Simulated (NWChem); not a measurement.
Molecule: CH3FMgS; SMILES C[S][Mg][F]

```xyz
7

Mg     0.3665    -1.2867    -0.0059
F      0.3672    -3.0445     0.0285
S      0.3944     1.0086    -0.0510
C     -1.3798     1.4665     0.0156
H     -1.9405     1.0919    -0.8522
H     -1.4223     2.5642    -0.0035
H     -1.8644     1.1260     0.9413
```
Atoms are numbered in this order, from 1.

Level: PBE0/def2-SVP (NWChem), optimised geometry, unscaled harmonic frequencies. 

| frequency (cm⁻¹) | IR intensity (km/mol) |
|---|---|
| 78 | 2.5 |
| 85 | 20.3 |
| 135 | 70.8 |
| 183 | 53.7 |
| 372 | 5.3 |
| 721 | 4.6 |
| 789 | 89.7 |
| 954 | 8.1 |
| 968 | 5.9 |
| 1337 | 16.9 |
| 1453 | 6.3 |
| 1460 | 6.6 |
| 3067 | 25.6 |
| 3175 | 2.7 |
| 3178 | 1.1 |

```
Item                                                                                Value
-----------------------------------------------------------------------  ----------------
zero-point energy                                                           25.7 kcal/mol
thermal correction to the enthalpy at 298.15 K (with zero-point energy)     30.2 kcal/mol
heat capacity Cv                                                         17.8 cal/(mol K)
entropy at 298.15 K and 1 atm (symmetry number 1)                        80.5 cal/(mol K)
dipole moment                                                                      1.81 D
```

Rigid rotor and harmonic oscillator; modes under 100 cm⁻¹ make the entropy uncertain.
